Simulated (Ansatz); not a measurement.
Geometry optimisation, Ansatz, RKS PBE0/def2-SVP.

input.yaml

```yaml
crystal:
  periodic: [false, false, false]
  atoms:
    - { symbol: Sn, position_ang: [-0.131673, -0.376055, -0.023768] }
    - { symbol: O, position_ang: [-0.193108, -0.544049, 1.938693] }
    - { symbol: H, position_ang: [-1.014966, -0.198664, 2.309794] }
    - { symbol: H, position_ang: [1.497155, -0.174578, -0.476255] }
    - { symbol: Cl, position_ang: [-1.386745, 1.534253, -0.625634] }
    - { symbol: H, position_ang: [-0.984182, -1.685264, -0.712461] }
    - { symbol: Si, position_ang: [1.243654, 2.79129, 1.322431] }
    - { symbol: H, position_ang: [2.575814, 2.914123, 2.001914] }
    - { symbol: H, position_ang: [1.437938, 2.991501, -0.144553] }
    - { symbol: H, position_ang: [0.281475, 3.812845, 1.84189] }
    - { symbol: H, position_ang: [0.722038, 1.457199, 1.663649] }
basis:
  gaussian: { orbitals: def2-SVP }
hamiltonian:
  xc: pbe0
relax:
  f_tol: 0.03
  max_steps: 50
```

Run as:

```bash
$ ansatz run input.yaml --threads 2 --pin off --max-ram 3072MiB --backend cpu --events-out ev --progress --plain --runs-dir out
```

Problem. Where does it end, and by what steps?

Solution. The forces met the threshold. The force dipped under the threshold on the way, but the program's further checks kept it going. After 29 steps the energy has fallen by 0.190 eV; H4 moved furthest, 1.43 Å.

```tsv
step	energy less start (eV)	largest force component (eV/Å)	accepted
0	0.0000	0.564	yes
2	-0.1480	0.207	yes
4	-0.1592	0.216	yes
6	-0.1688	0.079	yes
8	-0.1553	1.137	no
10	-0.1762	0.232	yes
12	-0.1784	0.052	yes
14	-0.1804	0.069	yes
16	-0.1815	0.045	yes
18	-0.1827	0.118	yes
20	-0.1845	0.068	yes
22	-0.1852	0.126	yes
24	-0.1866	0.062	yes
26	-0.1875	0.095	yes
28	-0.1890	0.029	yes
29	-0.1897	0.021	yes
```

```xyz
11
Properties=species:S:1:pos:R:3
Sn -0.440 -0.813 -0.276
O 0.080 -0.867 1.630
H -0.537 -0.396 2.202
H 0.941 -1.329 -1.119
Cl -0.865 1.446 -0.824
H -1.914 -1.637 -0.535
Si 1.352 3.221 1.599
H 2.246 3.905 2.583
H 2.037 3.169 0.274
H 0.078 3.990 1.485
H 1.070 1.835 2.077
```

Whether the end is a true minimum wasn't checked by a vibrational analysis.

Time of the run: 120 s on 2 threads of Arm Neoverse V1 (shared host), peak memory 0.28 GiB.
